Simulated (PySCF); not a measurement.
Si(Cl)2(GeH3)(OH) (Cl2GeH4OSi), SMILES O[Si]([GeH3])(Cl)Cl.

Geometry: ωB97X-D3(BJ)/def2-SVP. The structure was generated by enumeration, and PubChem lists no compound with its InChIKey, so it may never have been made. The values are those of a single conformer.

Computed with PySCF with HF/def2-TZVP.

Symmetry labels are those of the subgroup Cs that the program uses (full group Cs).

Question: List the valence orbital energies around the gap with their symmetry. (Estimate from the structure and the level; the computed values follow.)

Answer: 
```tsv
orbital	symmetry	energy (eV)
HOMO−7	A"	-14.23
HOMO−6	A'	-14.06
HOMO−5	A'	-13.46
HOMO−4	A"	-13.29
HOMO−3	A'	-13.06
HOMO−2	A"	-12.81
HOMO−1	A"	-12.49
HOMO	A'	-11.29
LUMO	A'	3.07
LUMO+1	A"	3.45
LUMO+2	A'	3.63
LUMO+3	A'	4.15
```
